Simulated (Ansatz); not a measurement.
Reactions of CH5GeNS (`C[S][Ge][NH2]`).

Gas-phase electronic energies from Ansatz, PBE0-D4/def2-TZVP geometries. CBS: MP2 limit from def2 TZ/QZ plus the TZ coupled-cluster correction, frozen cores. This one scheme is used for every species. Functionals use def2-TZVPP. For Ge outer-core shells are correlated without core-valence functions, which leaves a few kJ/mol of doubt a bond. Scalar relativity is left out up to krypton. Each species was taken in one conformer, which may not be the lowest.

| reaction | HF/CBS(def2) (kJ/mol) | ωB97X-V (kJ/mol) | CCSD/CBS(def2) (kJ/mol) | CCSD(T)/CBS(def2) (kJ/mol) |
| --- | --- | --- | --- | --- |
| `C[S][Ge][NH2]` + `NCS` → `[NH2][Ge][SH]` + `CSCN` | -24 | -26 | -24 | -24 |
| `C[S][Ge][NH2]` + H₂S → `[NH2][Ge][SH]` + CH₃SH | -10 | -4 | -3 | -1 |
| `C[S][Ge][NH2]` + `C=C=N` → `C=C=NC` + `[NH2][Ge][SH]` | -4 | 4 | 6 | 7 |
| `C[S][Ge][NH2]` + `C[Si](N)(O)Cl` → `CO[Si](C)(N)Cl` + `[NH2][Ge][SH]` | 25 | 33 | 38 | 40 |
| `C[S][Ge][NH2]` + H–F → `[NH2][Ge][F]` + CH₃SH | -49 | -35 | -22 | -17 |

Largest T1 diagnostic: 0.015, for `C=C=N`.
